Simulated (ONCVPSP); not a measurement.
Plane-wave convergence, ONCV potential for C (Z = 6)

* Element: carbon
* Generator: ONCVPSP 4.0.1
* Type: optimised norm-conserving Vanderbilt (ONCV)
* Functional: PBE
* Relativity: scalar-relativistic
* Frozen core: [He]
* Valence charge: 4
* Reference configuration: 2s1 2p3
* Partial waves: 2s: rc 1.05 bohr, ncon 4, nbas 9, qcut 6 1/bohr, 2 projectors, debl 3.3 Ha; 2p: rc 3.00 bohr, ncon 4, nbas 8, qcut 4.4 1/bohr, 2 projectors, debl 1.9 Ha
* Local potential: polynomial inside 1.00 bohr (lpopt 5, dvloc0 0 Ha)
* Core correction: Teter function, fcfact 2.5, rcfact 1.75

Q: For each optimised wave give the share of its norm inside rc, the residual kinetic energy above qcut (Ha) and the cutoffs (Ha) for errors of 10, 1, 0.1 and 0.01 mHa per electron.

A:

```
         wave  norm inside rc  residual KE  10 mHa  1 mHa  0.1 mHa  0.01 mHa
           2s           0.238      1.2e-03    11.7   18.9    114.7     208.8
s projector 2           0.078      2.3e-03    13.4   21.8    163.6     279.7
           2p           0.892      3.7e-06     5.3    6.9      8.2       9.4
p projector 2           0.230      3.6e-04     7.3    9.1     17.9      30.0
```

The occupied waves need 19 Ha and 115 Ha for 1 and 0.1 mHa. Its largest configuration-test error is +1967 meV.
